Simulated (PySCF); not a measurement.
Level of theory: B3LYP-D3(BJ)/def2-TZVP // B3LYP-D3(BJ)/def2-SVP run with PySCF. All species are isolated molecules in the gas phase. One relaxed conformer stands for a flexible species; it need not be the lowest. B3LYP has the VWN-RPA correlation part, as in Gaussian. 

Reference species (SMILES): `Bc1c(F)ccc2cccnc12` (neutral, multiplicity 1).

| Quantity | Value |
|---|---|
| HOMO–LUMO gap | 4.43 eV |
| HOMO | -7.00 eV |
| LUMO | -2.57 eV |

After one change: the HOMO–LUMO gap stays essentially unchanged; the HOMO rises by 0.07 eV; the LUMO increases by 0.06 eV.

Problem. Name the change that produced these shifts. The new species is one of these.
A) `Bc1cc2ncccc2cc1F`
B) `Bc1ccc(F)c2cccnc12`
C) `Bc1cc(F)c2ncccc2c1`
D) `Bc1cc2ccccc2nc1F`

Solution. B, `Bc1ccc(F)c2cccnc12`
